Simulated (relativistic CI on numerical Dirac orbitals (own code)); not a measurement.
Energy levels of Cl III

Method of calculation: Dirac-Coulomb-Breit CI, orbitals from a KLI potential per configuration, a model potential for QED, valence Slater integrals scaled by 0.85, P86 correlation energy added to each configuration (own radial code, finite nucleus).

Configurations in the expansion (outside the closed core [Ne]): 3s2 3p3, 3s 3p4, 3s2 3p2 3d, 3p5, 3s 3p3 3d, 3s2 3p2 4s, 3s2 3p2 4p, 3s2 3p2 4d, 3s2 3p2 5s, 3s2 3p2 4f, 3s2 3p2 5p, 3s2 3p 3d 4p, 3s2 3p2 5d, 3s2 3p2 6s, 3s2 3p 4s 4p, 3s2 3p2 5f, 3s2 3p2 6p, 3s2 3p2 5g, 3s 3p3 4s, 3p4 3d, 3s2 3p2 6d, 3p4 4s, 3s 3p3 4p, 3s 3p2 3d2, 3p4 4p, 3s 3p2 3d 4s, 3s 3p2 4s2, 3s 3p3 4d, 3s 3p3 5s, 3s2 3p 3d2, 3s2 3d3, 3s 3p 3d3, 3s2 3d2 4s, 3s2 3d2 4p, 3s2 3d2 4d, 3p3 3d2, 3p2 3d3, 3p2 3d2 4s, 3p2 3d2 4p, 3p2 3d2 4d, 3s2 3p 3d 4s, 3s 3p 3d2 4s, 3s2 3d 4s2, 3s2 3d 4s 4p, 3s2 3d 4s 4d, 3s2 3p 4s2, 3s 3p 3d 4s2, 3s2 4s2 4p, 3s2 4s2 4d, 3s2 3p 4p2, 3s2 3d 4p2, 3s 3p 3d 4p2, 3s2 4s 4p2, 3s2 4p3, 3s2 4p2 4d, 3s 3p2 3d 4p, 3s 3p 3d2 4p, 3s 3p 3d 4s 4p, 3s 3p 3d 4p 4d, 3s 3p2 4s 4p, 3p2 3d 4s 4p, 3s 3p 4s2 4p, 3s 3p 4s 4p2, 3s 3p 4s 4p 4d. Double excitations out of closed p, d and f shells are left out; levels of such configurations are missing from the list, as are those of other unlisted configurations, and high levels can miss mixing partners. These lack a partner that the ground configuration has and come out too high: 3s2 3p2 5s, 3s2 3p2 4f, 3s2 3p2 5p, 3s2 3p2 5d, 3s2 3p2 6s.

The lowest level is 3s2 3p3 4S°_3/2, with 96 % of that term; Hund's rules for 3s2 3p3 give 4S° with J = 3/2, in agreement.

```csv
No.,Configuration,Term,J,E (eV),%,Landé g,Lifetime (s)
1,3s2 3p3,4S°,3/2,0.0000,96,2.002,
2,3s2 3p3,2D°,3/2,2.2798,96,0.803,1.72e+02
3,3s2 3p3,2D°,5/2,2.2883,96,1.200,1.11e+03
4,3s2 3p3,2P°,1/2,3.6276,95,0.666,1.61e+00
5,3s2 3p3,2P°,3/2,3.6393,95,1.331,7.72e-01
6,3s 3p4,4P,5/2,12.6251,85,1.601,6.46e-09
7,3s 3p4,4P,3/2,12.6990,85,1.735,6.38e-09
8,3s 3p4,4P,1/2,12.7406,85,2.670,6.33e-09
9,3s 3p4,2D,3/2,15.5856,70,0.800,3.47e-09
10,3s 3p4,2D,5/2,15.5917,70,1.200,3.57e-09
11,3s2 3p2 3d,2P,3/2,17.4792,68,1.333,1.91e-09
12,3s2 3p2 3d,2P,1/2,17.5682,68,0.668,1.86e-09
13,3s2 3p2 3d,4F,3/2,18.6888,96,0.401,9.04e-07
14,3s2 3p2 3d,4F,5/2,18.7156,96,1.030,
15,3s 3p4,2S,1/2,18.7298,71,1.999,1.04e-09
16,3s2 3p2 3d,4F,7/2,18.7544,96,1.240,
17,3s2 3p2 3d,4F,9/2,18.8060,97,1.334,2.78e-01
18,3s2 3p2 3d,4D,1/2,19.2389,96,-0.002,3.40e-07
19,3s2 3p2 3d,4D,3/2,19.2468,96,1.198,2.17e-07
20,3s2 3p2 3d,4D,5/2,19.2563,93,1.357,1.99e-07
21,3s2 3p2 3d,4D,7/2,19.2684,90,1.413,
22,3s2 3p2 3d,2F,5/2,19.4409,94,0.870,6.26e-08
23,3s2 3p2 3d,2F,7/2,19.5303,91,1.158,1.14e-07
24,3s2 3p2 3d,2G,7/2,21.5233,97,0.889,2.46e-07
25,3s2 3p2 3d,2G,9/2,21.5253,97,1.111,1.65e-01
26,3s2 3p2 4s,4P,1/2,21.7105,92,2.665,2.02e-10
27,3s2 3p2 4s,4P,3/2,21.7618,91,1.733,1.85e-10
28,3s2 3p2 4s,4P,5/2,21.8406,89,1.601,1.56e-10
29,3s2 3p2 4s,2P,1/2,22.2910,92,0.671,1.16e-10
30,3s2 3p2 4s,2P,3/2,22.3863,90,1.334,1.09e-10
31,3s2 3p2 3d,4P,5/2,22.4346,77,1.601,5.46e-11
32,3s2 3p2 3d,4P,3/2,22.4715,78,1.733,5.15e-11
33,3s2 3p2 3d,4P,1/2,22.4937,79,2.668,5.00e-11
34,3s2 3p2 3d,2D,3/2,22.8834,91,0.801,6.44e-10
35,3s2 3p2 3d,2D,5/2,23.0015,90,1.201,6.34e-10
36,3s 3p4,2P,3/2,23.2635,46,1.330,7.38e-11
37,3s2 3p2 3d,2P,1/2,23.3355,48,0.667,7.21e-11
38,3s2 3p2 4s,2D,5/2,23.5861,86,1.201,1.09e-10
39,3s2 3p2 4s,2D,3/2,23.5911,87,0.805,1.15e-10
40,3s2 3p2 3d,2D,5/2,24.3871,71,1.193,7.48e-11
41,3s2 3p2 3d,2D,3/2,24.4237,71,0.801,7.02e-11
42,3s2 3p2 3d,2F,5/2,24.5362,87,0.866,4.08e-11
43,3s2 3p2 3d,2F,7/2,24.5393,89,1.143,4.06e-11
44,3s2 3p2 4p,2S°,1/2,24.7344,94,2.000,2.60e-09
45,3s2 3p2 3d,2P,1/2,24.9054,55,1.004,4.98e-11
```

Energies count from the lowest computed level; ° marks odd parity; lifetimes are radiative, by E1, M1, E2 decay to levels of this space only; some are left blank where a channel outside the calculation adds to the decay or the decay crosses a small, uncertain gap.

The mean weight of the leading LS term, summed over parents, in these 45 levels is 85 %, and that of the leading jj configuration (from the same eigenvectors) 50 %, so LS coupling describes them better.

Correlation outside the listed configurations is missing or only estimated: errors of thousands of cm⁻¹ between configurations and terms are usual at this charge. Rates and lifetimes follow the computed energies and can be off by large factors. The fine structure of a lone outer electron comes out too small, for d and f at times inverted, and misplaced configurations move strength between like terms. 54 of the 54 excited levels that our extract of the measured tables holds in this range could be paired (the sources list more); they are missed by 5640 cm⁻¹ on average and 13970 at most, and levels without a partner can miss by more.

LS names give the leading component of a level, which can be under half, so a name can repeat, a term be missing and a line seem to break the LS rules.
